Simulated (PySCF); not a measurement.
SMILES [CH2]([Ge]([OH])([OH])[OH])C at its CAM-B3LYP/def2-SVP optimised geometry (Å):

```
14

C     -1.0377    -2.1709    -1.4164
C     -1.3534    -0.6785    -1.5025
Ge    -0.6652     0.3107     0.0000
O      1.1044     0.3107     0.0000
O     -1.2111     1.9937     0.0000
O     -1.1689    -0.3968     1.5437
H      0.0484    -2.3458    -1.3913
H     -1.4658    -2.6163    -0.5059
H     -1.4438    -2.7170    -2.2811
H     -0.9233    -0.2285    -2.4108
H     -2.4386    -0.4969    -1.5446
H      1.4658     0.0726     0.8628
H     -0.4765     2.6163     0.0640
H     -1.6392     0.2392     2.0967
```

Computed with CAM-B3LYP/def2-TZVP run with PySCF 2.14.0. Cells within 0.4 Å of a nucleus heavier than hydrogen are left out (blank, or x).

Map of the deformation density (molecule minus spherical neutral atoms) (e/bohr³) on the plane z = 0.0 Å:

```
|11111111111111111111111111111|
|11111111111111111111111111111|
|11111111111111111111111111111|
|11111111111111111111111111111|
|11111111111111111111111111111|
|11111111211100011111111111111|
|11111112221120011111111111111|
|11111122222394011111111111111|
|1111111224xx53111111111111111|
|1111111123xx22111222211111111|
|11111111113642112222211111111|
|11111111112321123322211111111|
|11111111100111135952111111111|
|111111111000xx15xxx2111111111|
|111111111111x1145x42111111111|
|11111111111111123321111111111|
|11111111111100112221111111111|
|11111111111111111111111111111|
|11111111111111111111111111111|
|11111111111111111111111111111|
|11111111111111111111111111111|
|11111111111111111111111111111|
|11111111111111111111111111111|
|11111111111111111111111111111|
|11111111111111111111111111111|
|11111111111111111111111111111|
|11111111111111111111111111111|
|11111111111111111111111111111|
|11111111111111111111111111111|
```
Scale: ten equal steps from -0.021 (start of '0') to 0.086 (end of '9'), in the order '0123456789'; x runs from -5.00 to 5.00, y from -5.00 (bottom) to 5.00 (top).
